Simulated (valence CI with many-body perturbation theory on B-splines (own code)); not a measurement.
**E1 transitions of Pd13+**

Computed by configuration interaction combined with many-body perturbation theory (CI+MBPT): five valence electrons over a frozen Dirac-Fock core [Ar] 3d10, a basis of 9 s, 9 p, 8 d, 6 f, 3 g, 1 h functions for each j, with the one-electron correlation potential Σ1, the two-electron term Σ2, the three-electron term Σ3, Breit, model QED; selected CI, second order for the rest (own B-spline code, finite nucleus).

No measured levels were compared; by estimate levels hold to about 250 cm⁻¹ or 0.2 % of their energy and the worst to 1 %, as in measured heavy ions of charge 2 to 7; those with d or f electrons hold less well. Among the levels kept, up to 360 cm⁻¹ of a level comes from second order outside the variational space, and about a tenth of that is noise between levels of different J, which matters for small intervals.

Lines 1 to 50 of 179 in falling wavelength, among levels below 762060 cm⁻¹, chosen from the strongest by gf and those to the six lowest levels. Wavelengths and rates use the calculated energies, so an error of 900 cm⁻¹ moves a line at 63.23 nm by 0.57 % and its rate by three times that or more. Electric multipoles are in the length gauge, E1 and E2 with the static RPA response of the core. Weak lines are less certain than strong ones. Lines between different terms over intervals too small for the method are left out, as are lines whose strength nearly cancels. The highest levels of a list are the least certain.

Names give the largest LS component (configuration and term), which can be under half, so a name can repeat, a term be missing and a line seem to break the LS rules; names also repeat where a configuration has a term twice. Letters in brackets count levels of one name in rising energy.

| λ vac (nm) | Upper | Lower | A (s⁻¹) | S (a.u.) with core polarisation | S without |
| --- | --- | --- | --- | --- | --- |
| 63.23 | 4p5 2P°_3/2 | 4s2 4p2 4d 2P_3/2 [a] | 6.08e+07 | 3.03e-02 | 3.36e-02 |
| 62.73 | 4p5 2P°_1/2 | 4s2 4p2 4d 2P_1/2 [a] | 3.37e+07 | 8.21e-03 | 9.08e-03 |
| 60.55 | 4s 4p3 4d 6D°_5/2 | 4s2 4p2 4d 4P_3/2 | 1.99e+07 | 1.31e-02 | 1.44e-02 |
| 58.31 | 4s 4p3 4d 6D°_7/2 | 4s2 4p2 4d 4P_5/2 | 4.06e+07 | 3.18e-02 | 3.50e-02 |
| 52.89 | 4p5 2P°_3/2 | 4s2 4p2 4d 4D_3/2 | 2.69e+07 | 7.86e-03 | 8.70e-03 |
| 52.11 | 4s 4p4 4P_5/2 | 4s2 4p3 2P°_3/2 | 7.57e+06 | 3.17e-03 | 3.48e-03 |
| 49.36 | 4p5 2P°_1/2 | 4s2 4p2 4d 2P_3/2 [a] | 3.76e+07 | 4.46e-03 | 4.94e-03 |
| 48.24 | 4s 4p3 4d 6D°_3/2 | 4s2 4p2 4d 4D_5/2 | 1.86e+07 | 4.11e-03 | 4.52e-03 |
| 48.05 | 4s 4p3 4d 6D°_5/2 | 4s2 4p2 4d 4D_5/2 | 1.98e+07 | 6.50e-03 | 7.16e-03 |
| 46.44 | 4s 4p3 4d 6D°_7/2 | 4s2 4p2 4d 4F_9/2 | 1.28e+07 | 5.05e-03 | 5.54e-03 |
| 45.57 | 4s 4p3 4d 6D°_9/2 | 4s2 4p2 4d 4F_9/2 | 1.28e+08 | 5.99e-02 | 6.60e-02 |
| 45.48 | 4s 4p4 4P_3/2 | 4s2 4p3 2P°_3/2 | 1.23e+08 | 2.28e-02 | 2.51e-02 |
| 45.18 | 4p5 2P°_3/2 | 4s 4p4 2P_1/2 | 1.05e+08 | 1.91e-02 | 2.10e-02 |
| 45.06 | 4s 4p3 4d 6D°_1/2 | 4s2 4p2 4d 4D_3/2 | 7.03e+07 | 6.34e-03 | 6.97e-03 |
| 44.91 | 4s 4p3 4d 6D°_5/2 | 4s2 4p2 4d 2F_7/2 [a] | 2.42e+07 | 6.49e-03 | 7.15e-03 |
| 44.84 | 4s 4p3 4d 6D°_3/2 | 4s2 4p2 4d 4D_3/2 | 8.03e+07 | 1.43e-02 | 1.57e-02 |
| 44.72 | 4s 4p3 4d 6D°_1/2 | 4s2 4p2 4d 4D_1/2 | 8.70e+07 | 7.68e-03 | 8.45e-03 |
| 44.68 | 4s 4p3 4d 6D°_5/2 | 4s2 4p2 4d 4D_3/2 | 1.80e+07 | 4.76e-03 | 5.23e-03 |
| 44.62 | 4s 4p3 4d 6D°_7/2 | 4s2 4p2 4d 2F_7/2 [a] | 2.66e+07 | 9.32e-03 | 1.02e-02 |
| 44.34 | 4s 4p4 4P_1/2 | 4s2 4p3 2P°_3/2 | 4.41e+07 | 3.80e-03 | 4.16e-03 |
| 43.82 | 4s 4p3 4d 6D°_9/2 | 4s2 4p2 4d 2F_7/2 [a] | 3.28e+07 | 1.36e-02 | 1.50e-02 |
| 43.67 | 4p5 2P°_3/2 | 4s2 4p2 4d 4F_3/2 | 6.63e+07 | 1.09e-02 | 1.20e-02 |
| 43.35 | 4s 4p3 4d 6D°_7/2 | 4s2 4p2 4d 4F_7/2 | 1.15e+08 | 3.69e-02 | 4.06e-02 |
| 42.97 | 4s 4p3 4d 6D°_3/2 | 4s2 4p2 4d 2F_5/2 | 3.44e+07 | 5.40e-03 | 5.93e-03 |
| 42.82 | 4p5 2P°_1/2 | 4s2 4p2 4d 4D_3/2 | 5.43e+07 | 4.21e-03 | 4.66e-03 |
| 42.82 | 4s 4p3 4d 6D°_5/2 | 4s2 4p2 4d 2F_5/2 | 6.40e+07 | 1.49e-02 | 1.64e-02 |
| 42.60 | 4s 4p3 4d 6D°_9/2 | 4s2 4p2 4d 4F_7/2 | 1.05e+08 | 3.99e-02 | 4.40e-02 |
| 42.52 | 4p5 2P°_1/2 | 4s2 4p2 4d 4D_1/2 | 2.28e+08 | 1.73e-02 | 1.91e-02 |
| 39.96 | 4s 4p4 4P_5/2 | 4s2 4p3 2D°_5/2 | 3.18e+08 | 6.01e-02 | 6.62e-02 |
| 39.81 | 4s 4p3 4d 6D°_5/2 | 4s2 4p2 4d 4F_5/2 | 5.17e+07 | 9.65e-03 | 1.06e-02 |
| 39.58 | 4s 4p3 4d 6D°_7/2 | 4s2 4p2 4d 4F_5/2 | 5.30e+07 | 1.30e-02 | 1.44e-02 |
| 39.40 | 4s 4p4 4P_3/2 | 4s2 4p3 2P°_1/2 | 6.52e+06 | 7.87e-04 | 8.73e-04 |
| 39.33 | 4s 4p3 4d 6D°_1/2 | 4s 4p4 2P_1/2 | 6.22e+07 | 3.73e-03 | 4.11e-03 |
| 38.54 | 4s 4p4 4P_1/2 | 4s2 4p3 2P°_1/2 | 4.59e+08 | 2.59e-02 | 2.85e-02 |
| 37.99 | 4s 4p4 2D_3/2 | 4s2 4p3 2P°_3/2 | 3.88e+07 | 4.20e-03 | 4.58e-03 |
| 37.92 | 4s 4p3 4d 6D°_5/2 | 4s2 4p2 4d 4F_3/2 | 2.14e+07 | 3.45e-03 | 3.81e-03 |
| 37.85 | 4p5 2P°_3/2 | 4s 4p4 2P_3/2 | 4.11e+09 | 4.40e-01 | 4.85e-01 |
| 37.73 | 4s 4p4 4P_5/2 | 4s2 4p3 2D°_3/2 | 7.33e+08 | 1.17e-01 | 1.28e-01 |
| 37.62 | 4p5 2P°_1/2 | 4s 4p4 2P_1/2 | 4.25e+09 | 2.24e-01 | 2.47e-01 |
| 36.80 | 4p5 2P°_3/2 | 4s 4p4 2S_1/2 | 1.64e+09 | 1.61e-01 | 1.78e-01 |
| 36.40 | 4s 4p4 2D_5/2 | 4s2 4p3 2P°_3/2 | 1.52e+09 | 2.17e-01 | 2.39e-01 |
| 35.94 | 4s 4p4 4P_3/2 | 4s2 4p3 2D°_5/2 | 2.20e+08 | 2.01e-02 | 2.21e-02 |
| 34.13 | 4s 4p4 4P_3/2 | 4s2 4p3 2D°_3/2 | 1.63e+06 | 1.28e-04 | 1.44e-04 |
| 33.65 | 4s 4p4 2D_3/2 | 4s2 4p3 2P°_1/2 | 4.23e+08 | 3.18e-02 | 3.50e-02 |
| 33.48 | 4s 4p4 4P_1/2 | 4s2 4p3 2D°_3/2 | 2.45e+08 | 9.08e-03 | 1.00e-02 |
| 32.76 | 4s 4p4 4P_5/2 | 4s2 4p3 4S°_3/2 | 2.88e+09 | 3.00e-01 | 3.30e-01 |
| 32.43 | 4p5 2P°_3/2 | 4s 4p4 2D_5/2 | 8.08e+09 | 5.44e-01 | 5.98e-01 |
| 32.40 | 4p5 2P°_1/2 | 4s 4p4 2P_3/2 | 7.04e+09 | 2.36e-01 | 2.60e-01 |
| 32.12 | 4s 4p4 2S_1/2 | 4s2 4p3 2P°_3/2 | 3.01e+07 | 9.85e-04 | 1.09e-03 |
| 31.62 | 4p5 2P°_1/2 | 4s 4p4 2S_1/2 | 1.19e+09 | 3.71e-02 | 4.08e-02 |
